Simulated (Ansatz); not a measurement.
**Ligand exchange: CH3Br + C4H7ClSi → CH3Cl + C4H7BrSi**

Species: CH3Br (bromomethane) `CBr`, singlet; C4H7ClSi `C=C[SiH](Cl)C=C`, singlet; CH3Cl (chloromethane) `CCl`, singlet; C4H7BrSi `C=C[SiH](Br)C=C`, singlet. The partners trade Br for Cl: C–Br and Si–Cl bonds give way to C–Cl and Si–Br.

Shapes, held fixed at every level: PBE0-D4/def2-TZVP. Flexible molecules stand in one conformer, not always the lowest. Programs: Ansatz 0.2.0. Electronic energies: no zero-point or thermal term.

(1) Estimate ΔE of this reaction.

## Answers

(1) The highest level, CCSD(T)/def2-TZVPP, gives ΔE = +13.4 kJ/mol; the levels span +9.1 to +13.6. The column of differences is taken from that level and isn't an error. No measured value is set beside it here. Relativity is left out for Br unless named. Correlated rows may include outer-core shells of Br, which these sets cover unevenly.

```tsv
level	kind	ΔE (kJ/mol)	less CCSD(T)/def2-TZVPP
HF/def2-TZVPP	Hartree–Fock	+13.0	-0.4
r2SCAN-D4/def2-TZVPP	meta-GGA	+11.4	-2.0
PBE0-D4/def2-TZVPP	global hybrid	+9.1	-4.3
wB97M-V/def2-TZVPP	range-separated hybrid	+11.7	-1.7
B2PLYP/def2-TZVPP	double hybrid	+13.1	-0.3
CCSD/def2-TZVPP	coupled cluster or CI	+13.6	+0.2
CCSD(T)/def2-TZVPP	coupled cluster or CI	+13.4	0.0
```
